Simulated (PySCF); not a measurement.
Bi(F)(OH)2, SMILES [OH][Bi]([OH])[F] (H2BiFO2), PBE0/def2-SVP optimised geometry.

```
6

Bi    -1.16    -1.02     0.00
F     -1.27     1.02     0.00
O      0.91    -1.02     0.00
H      1.27    -0.23    -0.44
O     -1.55    -1.16    -2.03
H     -1.20    -0.40    -2.52
```

Density from PBE0/def2-TZVP, def2 effective core potentials past Kr (PySCF) at that geometry. The core electrons that the potentials of Bi replace are not part of the density.

Minimum of the electron density along straight lines between bonded atoms, close to the bond critical point (lines longer than 1.1 times the sum of covalent radii, or with two minima, are not listed):

```tsv
bond	length / Å	ρ at the minimum / e bohr⁻³	∇²ρ there / e bohr⁻⁵	position (fraction from the first atom)
Bi1–F2	2.039	0.111	[?]	0.53
Bi1–O3	2.073	0.116	0.37	0.53
O3–H4	0.967	0.352	-2.34	0.80
Bi1–O5	2.072	0.116	0.37	0.53
O5–H6	0.967	0.352	-2.34	0.80
```

**Question.** Complete the blanks.

**Answer.** 
- Bi1–F2, ∇²ρ there / e bohr⁻⁵: 0.45
